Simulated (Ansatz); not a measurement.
Start from `C[Si]1(Cl)CO1` and change one atom or group to get `CO[Si]1(Cl)CO1`.

Ansatz, PBE0-D4/def2-TZVP geometries, multiplicity 1. Each molecule was computed in one conformer, which needn't be the lowest.

| property | `C[Si]1(Cl)CO1` |
| --- | --- |
| LUMO energy (PBE0/def2-TZVPP) / eV | 0.30 |
| LUMO energy (ωB97M-V/def2-TZVPP) / eV | 2.05 |
| size of the dipole moment (B3LYP/def2-TZVPP) / D | 2.45 |
| size of the dipole moment (PBE/def2-TZVPP) / D | 2.31 |
| HOMO–LUMO gap (PBE0/def2-TZVPP) / eV | 7.92 |
| size of the dipole moment (ωB97M-V/def2-TZVPP) / D | 2.47 |

(1) What does the change do to each property? (An estimate is asked.)

Results:

(1) The calculation gave: 
```csv
property,`CO[Si]1(Cl)CO1`,shift
LUMO energy (PBE0/def2-TZVPP) / eV,0.25,-0.05
LUMO energy (ωB97M-V/def2-TZVPP) / eV,2.14,0.09
size of the dipole moment (B3LYP/def2-TZVPP) / D,2.31,-0.14
size of the dipole moment (PBE/def2-TZVPP) / D,2.13,-0.18
HOMO–LUMO gap (PBE0/def2-TZVPP) / eV,7.96,0.04
size of the dipole moment (ωB97M-V/def2-TZVPP) / D,2.34,-0.13
```

With PBE0 the HOMO falls by 0.10 eV and the LUMO falls by 0.05 eV, so the gap widens by about 0.05 eV. PBE moves the HOMO by -0.03 eV and ωB97M-V by -0.12 eV. Dipoles are sizes alone; their direction can turn.

B3LYP here is the variant with VWN-RPA as its local correlation; programs differ in this.
